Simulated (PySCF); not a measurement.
**Electron correlation in C (carbon, neutral)**

[He] 2s1 2p3, 2s spin antiparallel (an excited configuration). Computed with PySCF 2.14 in x2c-QZVPPall (7s4p3d2f1g, 57 functions), with scalar relativity by spin-free X2C-1e. Frozen: 1s2; 4 electrons correlated.

MP2 pair energies summed by pair of shells (mhartree):

```
 pair   energy  share (%)
2s-2p  -110.62       82.2
2p-2p   -23.99       17.8
```

Total MP2 correlation energy: -134.60 mhartree.

Same-spin part -23.99 and opposite-spin part -110.62 mhartree; SCS-MP2 scales them by 1/3 and 6/5 to -140.74 mhartree.
